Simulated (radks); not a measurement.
Neutral silicon inside a hard spherical wall (all orbitals vanish at R), configuration held at [Ne] 3s2 3p2 and not refilled when levels cross. Method: scalar-relativistic Kohn-Sham, LDA (Slater exchange, Perdew-Wang correlation), spin-polarised, spherical densities, finite nucleus; open shells are filled with parallel spins first; Fermi nuclear charge, rms radius 3.1224 fm; computed with a radial shooting solver on a logarithmic mesh with Libxc functionals. Eigenvalues in eV for spin up, with the zero of energy where the potential of the charges vanishes at infinity; a dash marks a level that is unbound or too diffuse for the functional's potential to be trusted. A positive occupied level is held by the wall or, in an anion where self-interaction has pushed it up, behind a barrier. The pressure on the wall is -dE/dV.

R (bohr)	E (hartree)	kinetic (hartree)	e(2s)	e(2p)	e(3s)	e(3p)	e(4s, empty)	e(4p, empty)	pressure (GPa)
free	-288.84546	289.279	-138.60	-95.487	-11.378	-4.615	-0.406	-	0
20	-288.84546	289.279	-138.60	-95.487	-11.378	-4.615	-0.393	0.371	< 0.0001
12	-288.84544	289.280	-138.59	-95.484	-11.375	-4.612	-0.120	1.203	0.000438
10	-288.84523	289.282	-138.57	-95.459	-11.357	-4.594	0.304	2.049	0.00651
8	-288.84301	289.299	-138.40	-95.292	-11.243	-4.469	1.571	4.116	0.105
7	-288.83751	289.336	-138.11	-94.995	-11.050	-4.242	3.100	6.302	0.450
4	-288.50887	290.745	-131.44	-88.301	-6.244	1.831	28.280	35.296	66.4
3.5	-288.17578	291.887	-127.55	-84.376	-2.671	6.218	43.969	51.816	180
3	-287.46604	294.041	-121.58	-78.353	4.117	14.248	71.172	79.516	535
2.5	-285.84888	298.416	-112.27	-68.915	18.285	30.171	121.96	129.42	1820
1.5	-269.01742	337.481	-65.302	-19.433	150.82	160.48	489.08	464.86	47200
